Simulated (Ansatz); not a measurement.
C3H9NOSi, SMILES `C=C[SiH](N)OC`, relaxed with RKS PBE0-D4/def2-TZVP in Ansatz from a GFN2-xTB geometry. The force threshold is 0.005 eV/Å; the program also tests the step.

Charge 0, multiplicity 1.

Start:

```xyz
15

C    -0.564   -2.480   -1.215
C    -0.713   -1.593   -0.246
Si   -0.110    0.187   -0.368
N     1.583    0.434   -0.652
O    -0.493    0.734    1.113
C    -0.276    2.015    1.618
H    -0.910   -3.501   -1.136
H    -0.084   -2.223   -2.147
H    -1.206   -1.905    0.666
H    -0.745    0.942   -1.452
H     1.963    0.148   -1.540
H     2.226    0.177    0.082
H     0.756    2.332    1.457
H    -0.488    1.998    2.688
H    -0.939    2.735    1.132
```

(1) By how much does the energy fall, and how many steps does the optimiser take? (An estimate is asked.)

(2) Which bonds change most? (An estimate is asked.)

(3) Give the relaxed structure. (Best estimate.)

Results:

(1) The calculation gave: 4.21 kcal/mol, in 23 steps, 2 of them rejected.

(2) The calculation gave: C2–Si3 from 1.883 to 1.851 Å; Si3–N4 from 1.734 to 1.708 Å; Si3–H10 from 1.466 to 1.491 Å; Si3–O5 from 1.625 to 1.647 Å.

(3) The calculation gave: 
```xyz
15

C    -0.338   -2.538   -1.048
C    -0.869   -1.566   -0.312
Si   -0.222    0.169   -0.327
N     1.396    0.189   -0.870
O    -0.480    0.694    1.213
C    -0.183    2.004    1.625
H    -0.725   -3.554   -1.036
H     0.514   -2.353   -1.697
H    -1.721   -1.800    0.323
H    -0.936    1.089   -1.257
H     1.765    0.951   -1.411
H     2.121   -0.367   -0.448
H     0.894    2.201    1.591
H    -0.524    2.130    2.655
H    -0.691    2.750    1.000
```
